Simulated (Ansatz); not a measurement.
Cu(NH3)Br (CuBrNH3), relaxed as a singlet with RKS PBE0-D4/def2-TZVP in Ansatz, starting from the GFN2-xTB geometry. Force threshold 0.02 eV/Å.

The relaxation made no stability test and no search for a lower SCF solution.

Start:

Cartesian coordinates in Å:
```
Cu -0.893 -0.175 0.641
N 0.675 0.139 -0.495
H 0.419 0.054 -1.475
H 1.396 -0.545 -0.279
H 1.043 1.073 -0.328
Br -2.640 -0.545 1.936
```

**Question.** Estimate the energy that the relaxation releases and the steps that it takes.

**Answer.** 0.2 kcal/mol, in 3 steps; 6 s on 4 threads of Arm Neoverse V1 on a shared host. No frequencies were taken in this run, so the end may be a saddle point.

**Question.** Does the start keep its bonding?

**Answer.** By distances, no bond broke or formed. The bond that changes most is Cu1–N2, from 1.96 to 1.95 Å (atoms count from 1).

**Question.** Predict the relaxed structure.

**Answer.** 
```xyz
6

Cu   -0.889   -0.181    0.647
N     0.663    0.136   -0.485
H     0.427    0.057   -1.469
H     1.402   -0.533   -0.294
H     1.047    1.064   -0.337
Br   -2.651   -0.543    1.937
```
Bond lengths: 1 × Cu–N 1.95 Å; 1 × Br–Cu 2.21 Å; 3 × H–N 1.02 Å.
